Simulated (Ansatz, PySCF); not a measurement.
The same groups moved round the core (benzothiophene boryl+boryl). Isolated molecules, 0 K electronic values unless said otherwise. One relaxed conformer stands for each flexible species; it need not be the lowest. Strings in code marks are SMILES. Quantity: electronic energy of isomers of C8H8B2S relative to `Bc1cc2cccc(B)c2s1` (H–B–C–S torsion 180°, C–C–B–H torsion 180°). Level 1: PBE-D3(BJ)/def2-TZVP // PBE0-D4/def2-SVP (PySCF). Level 2: frozen-core CCSD(T)/cc-pVDZ // PBE0-D4/def2-SVP (Ansatz, a first-principles code).

| case | level 1 (kcal/mol) | level 2 (kcal/mol) |
|---|---|---|
| `Bc1ccc2sc(B)cc2c1` (H–B–C–C torsion 0°, S–C–B–H torsion -180°) | 0.1 | 0.0 |
| `Bc1cc2c(B)cccc2s1` (H–B–C–S torsion -180°, C–C–B–H torsion 0°) | 0.5 | withheld |
| `Bc1ccc2cc(B)sc2c1` (H–B–C–C torsion 0°, S–C–B–H torsion -180°) | 0.6 | 0.6 |
| `Bc1csc2c(B)cccc12` (H–B–C–C torsion -180°, C–C–B–H torsion 0°) | 1.1 | 0.7 |
| `Bc1ccc2scc(B)c2c1` (H–B–C–C torsion 0°, C–C–B–H torsion 0°) | 2.0 | 1.3 |
| `Bc1cc(B)c2ccsc2c1` (H–B–C–C torsion -180°, C–C–B–H torsion 0°) | 4.7 | 4.0 |

**Question.** Fit level 2 = a + b·x to the 5 complete rows by least squares, with x = level 1 in kcal/mol. Give a, b and the rms residual, and predict the withheld value.

**Answer.** Means of the 5 rows: x̄ = 1.7, ȳ = 1.32 kcal/mol. Σ(x − x̄)² = 13.22 and Σ(x − x̄)(y − ȳ) = 11.31, so b = 0.856 and a = ȳ − b·x̄ = -0.14 kcal/mol. The rms residual is 0.17 kcal/mol. At x = 0.5 the line gives 0.3 kcal/mol. The run for `Bc1cc2c(B)cccc2s1` (H–B–C–S torsion -180°, C–C–B–H torsion 0°) gave 0.6 kcal/mol, so the line is off by 0.3 kcal/mol, within twice the rms residual.

Codes: Ansatz, PySCF.
